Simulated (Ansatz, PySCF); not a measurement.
Stepwise substitution at one centre (Ga F-Br). Isolated molecules, 0 K electronic values unless said otherwise. Strings in code marks are SMILES.

Quantity: redistribution energy (mixed species minus the weighted end members), in kcal/mol.

Level 1: frozen-core MP2/cc-pVTZ // PBE0-D4/def2-TZVP (Ansatz, a program for electronic structure)
Level 2: B3LYP/LANL2DZ // PBE0-D4/def2-TZVP (PySCF)
Level 3: PBE/6-31G* // PBE0-D4/def2-TZVP (PySCF)
Level 4: HF/STO-3G // PBE0-D4/def2-TZVP (PySCF)

```csv
species,level 1,level 2,level 3,level 4
1 of 3 F replaced by Br: `[F][Ga]([F])[Br]`,0.19,0.44,-1.82,-2.16
2 of 3 F replaced by Br: `[F][Ga]([Br])[Br]`,0.28,0.52,-1.82,-2.22
```
